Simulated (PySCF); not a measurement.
**TDDFT excited states: C5H3F2N**

Compound: C5H3F2N.
Numbering: `[N:1]#[C:2][C@@:3]1([F:4])[CH2:5]/[C:6]1=[CH:7]/[F:8]` (hydrogens: H9, H10 on C5; H11 on C7)

The calculation used TDDFT CAM-B3LYP/def2-SVPD, vertical, gas phase, core orbitals frozen in the response (PySCF 2.14.0, density-fitted response routines). Geometry: GFN2-xTB; no solvent, vibrations or thermal averaging.

Problem. List the vertical singlet excitations with oscillator strengths and describe the spectrum.

Solution. 

```csv
state,E (eV),λ (nm),f,|μ| (D),"main configurations (H = HOMO, L = LUMO)"
S1,6.28,197.3,0.0005,0.14,H-1→L (91%)
S2,6.76,183.3,0.301,3.43,H→L (95%)
S3,7.24,171.2,0.0043,0.40,"H→L+1 (68%), H→L+3 (16%)"
S4,7.44,166.6,0.0035,0.35,"H-2→L (62%), H-1→L+4 (10%), H-3→L (9%)"
S5,7.59,163.3,0.076,1.62,"H-1→L+1 (20%), H-1→L+2 (20%), H-2→L (9%)"
S6,7.85,158.0,0.0080,0.52,"H-3→L (33%), H-5→L (22%), H-1→L+4 (16%)"
S7,8.09,153.3,0.0051,0.41,"H→L+3 (50%), H→L+1 (24%)"
S8,8.12,152.7,0.018,0.77,"H→L+2 (41%), H-2→L+1 (10%), H→L+4 (8%)"
```

Triplets (Tamm–Dancoff): T1 4.20 eV, H→L (84%); T2 5.88 eV, H-1→L (83%); T3 6.15 eV, H-2→L (15%), H-1→L+1 (14%), H-1→L+2 (10%).

The lowest singlet comes at 197 nm (606 kJ/mol) in the vacuum ultraviolet; it is dark (f under 0.0005); its leading configuration is HOMO-1→LUMO (91%). The most intense listed level is S2 at 6.76 eV (183 nm, f = 0.301), 0.48 eV above S1. Löwdin shares by element: HOMO carbon 72% or more, fluorine 15% or more; LUMO carbon 50% or more, nitrogen 10% (atoms not listed hold the other 40%). Weighted by f, the mean energy of these states is 7.02 eV. The listed states span 1.83 eV. Orbital energies (eV): HOMO-3 -12.11, HOMO-2 -11.74, HOMO-1 -10.56, HOMO -9.89, LUMO -0.35, LUMO+1 0.84, LUMO+2 1.37. Singlets were solved by full linear response, triplets in the Tamm–Dancoff approximation.
